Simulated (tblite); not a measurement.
Run record: tight-binding relaxation, `C[C@@H](S)C[C@H](F)[SiH2]F`.

Computed with GFN2-xTB geometry optimisation, gas phase (tblite 0.8.0). Start geometry: from a force field or distance geometry. A driver script takes a list of jobs; this job's settings line and coordinates (Å) are shown.

Command:
```bash
OMP_NUM_THREADS=1 python probes_run.py task.json out
```

Input:
```
{"job": {"kind": "relax", "xc": "GFN2-xTB", "basis": "xTB"}, "charge": 0, "multiplicity": 1}
C     -2.506500    -0.290600     0.271900
C     -1.279400    -0.189500    -0.622600
S     -1.470300     1.219200    -1.749600
C     -0.003900    -0.037800     0.229200
C      1.285000    -0.229600    -0.565500
F      1.273200    -1.501500    -1.079700
Si     2.874500     0.004500     0.384500
F      2.876600     1.486800     1.017300
H     -3.420600    -0.411800    -0.323800
H     -2.449700    -1.159200     0.939400
H     -2.635800     0.596900     0.904700
H     -1.213500    -1.105500    -1.220200
H     -1.656100     2.166300    -0.803100
H     -0.022500    -0.817400     1.017400
H     -0.007100     0.931600     0.758300
H      1.307300     0.453900    -1.416500
H      2.969100    -0.966000     1.515000
H      4.070700    -0.143800    -0.481700
```

Output:
```
step      E/eV     max force
  0    -766.41147    1.894
  1    -766.49739    0.792
  2    -766.52495    0.297
  3    -766.53165    0.247
  4    -766.54317    0.246
  5    -766.54748    0.177
  6    -766.55066    0.109
  7    -766.55265    0.102
  8    -766.55465    0.117
  9    -766.55608    0.096
... (54 lines left out)
 64    -766.56791    0.019
 65    -766.56796    0.018
 66    -766.56802    0.020
 67    -766.56809    0.018
 68    -766.56814    0.023
 69    -766.56818    0.019
 70    -766.56820    0.014
 71    -766.56823    0.012
 72    -766.56826    0.010
 73    -766.56828    0.009
```

«max force» is the largest atomic force in eV/Å.

Question: From which step on does the largest force stay under 0.1 eV/Å, and how much energy is left to gain from there?

Answer: From step 9 (0.096 eV/Å), 12.2 meV above the end.

Main results: energy lowered by 3.6 kcal/mol over 73 steps; largest atomic force 0.009 eV/Å at the end.

Question: Where do the atoms end?

Answer: 0.131 Å rms from the input after alignment:
```
atom  x, y, z in Å
C1    -2.5261   -0.2542    0.2852
C2    -1.2771   -0.2005   -0.5780
S3    -1.3591    1.2289   -1.7284
C4    -0.0004   -0.1470    0.2588
C5     1.2623   -0.2991   -0.5823
F6     1.3040   -1.6014   -1.0816
Si7    2.8848    0.0355    0.3858
F8     2.7118    1.5326    0.9596
H9    -3.4183   -0.2344   -0.3361
H10   -2.5334   -1.1691    0.8746
H11   -2.5573    0.5964    0.9644
H12   -1.2425   -1.0649   -1.2459
H13   -1.4778    2.1598   -0.7822
H14   -0.0324   -0.9583    0.9904
H15    0.0485    0.8007    0.7999
H16    1.1829    0.3416   -1.4712
H17    2.9826   -0.8222    1.5546
H18    4.0386    0.0620   -0.4925
```

On an AMD EPYC 7R43 with one thread, shared host, this took 0.8 s of wall time.
Labels such as C1 count atoms from 1, the log's own numbers from 0.
